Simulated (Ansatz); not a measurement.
The first iterations of a band of CH5B2O (9 atoms, charge 1, multiplicity 1).

Method: Ansatz 0.2.0, RKS B3LYP/STO-3G.

```yaml
movable_images: 4
climbing_image: no
spring: 5.0 eV/Å²
optimiser: quadratic models (default)
start_path: IDPP
force_threshold: 0.05 eV/Å
iteration_limit: 60
end_points: relaxed
```

Image 0:

```xyz
9
Properties=species:S:1:pos:R:3
B -0.814 1.199 -1.130
B 0.014 0.163 -0.159
C 0.774 -1.115 0.289
O 0.417 0.036 1.267
H -0.244 2.095 -1.644
H -1.965 1.042 -1.331
H 0.234 -2.065 0.487
H 1.880 -1.204 0.235
H -0.295 -0.151 1.985
```

Image 5:

```xyz
9
Properties=species:S:1:pos:R:3
B -0.814 1.199 -1.129
B 0.013 0.162 -0.159
C 0.773 -1.116 0.290
O 0.419 0.037 1.267
H -1.967 1.044 -1.328
H -0.244 2.093 -1.647
H 0.232 -2.065 0.488
H 1.879 -1.206 0.234
H -0.292 -0.149 1.985
```

| iteration | highest image above the first end (eV) | largest band force component (eV/Å) |
| --- | --- | --- |
| 1 | 0.447 | 1.408 |
| 2 | 0.362 | 0.457 |
| 3 | 0.377 | 0.924 |

Problem. Does the band converge within its limit, and where does its top end?

Solution. The forces met the threshold. It ended after 9 iterations with the highest image 0.346 eV above the first end. No image climbed, so the highest image needn't sit at the top of the path. Limits of this set-up: minimal basis.

Run time: 65 s on 1 thread of AMD EPYC (Zen 3), with other jobs on the host, peak memory 0.091 GiB.
